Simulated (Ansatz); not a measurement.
Geometry optimisation, Ansatz, RKS BHLYP-D4/STO-3G.

Input file:

```yaml
crystal:
  periodic: [false, false, false]
  atoms:
    - { symbol: C, position_ang: [-0.9691, 0.9192, 0.4284] }
    - { symbol: C, position_ang: [0.1419, 0.0108, 0.1012] }
    - { symbol: "N", position_ang: [-0.28586, -1.35066, 0.24716] }
    - { symbol: Al, position_ang: [0.7878, 0.25744, -1.74895] }
    - { symbol: Al, position_ang: [1.75242, 0.34948, 1.28372] }
    - { symbol: H, position_ang: [-0.6971, 2.0372, 0.2974] }
    - { symbol: H, position_ang: [-1.3374, 0.8217, 1.4662] }
    - { symbol: H, position_ang: [-1.8354, 0.7949, -0.2737] }
    - { symbol: H, position_ang: [-0.64403, -1.56895, 1.23041] }
    - { symbol: H, position_ang: [-1.12975, -1.57162, -0.3763] }
    - { symbol: H, position_ang: [2.24423, 0.78695, -2.07845] }
    - { symbol: H, position_ang: [-0.267, 0.10267, -2.98745] }
    - { symbol: H, position_ang: [2.29433, -0.77907, 2.20967] }
    - { symbol: H, position_ang: [2.39847, 1.79789, 1.28204] }
basis:
  gaussian: { orbitals: STO-3G }
hamiltonian:
  xc: { name: BHLYP }
  dispersion: d4
relax:
  f_tol: 0.015
  max_steps: 40
```

Command:

```bash
$ ansatz run input.yaml --threads 1 --pin off --max-ram 2048MiB --backend cpu --events-out ev --progress --plain --runs-dir out
```

Question: Where does it end, and by what steps?

Answer: The forces met the threshold. Limits of this set-up: minimal basis. After 18 steps the energy has fallen by 2.014 eV; H11 moved furthest, 1.36 Å. Joined: N3–Al4.

```csv
step,energy less start (eV),largest force component (eV/Å),accepted
0,0.0000,4.867,yes
1,-0.9878,1.578,yes
2,-1.0999,0.360,yes
3,-1.1140,0.140,yes
4,-1.1303,0.101,yes
5,-1.1547,0.279,yes
6,-1.2126,0.675,yes
7,-1.3682,1.228,yes
8,-1.6595,1.538,yes
9,-1.8576,1.670,yes
10,-1.9555,0.779,yes
11,-1.9750,0.573,yes
12,-2.0064,0.232,yes
13,-2.0114,0.095,yes
14,-2.0121,0.112,yes
15,-2.0138,0.027,yes
16,-2.0141,0.025,yes
17,-2.0144,0.016,yes
18,-2.0144,0.006,yes
```

```xyz
14
Properties=species:S:1:pos:R:3
C -1.086 1.139 0.457
C 0.212 0.363 0.184
N -0.130 -1.125 -0.192
Al 0.654 -0.114 -1.602
Al 1.659 0.556 1.361
H -0.862 2.203 0.567
H -1.597 0.824 1.375
H -1.814 1.051 -0.357
H 0.341 -1.836 0.403
H -1.149 -1.319 -0.139
H 2.056 -0.539 -1.847
H -0.323 0.157 -2.686
H 2.431 -0.662 1.729
H 2.062 1.908 1.828
```

Whether the end is a true minimum wasn't checked by a vibrational analysis.

Run time: 61 s on 1 thread of Arm Neoverse V2, on a shared host, peak memory 0.13 GiB.
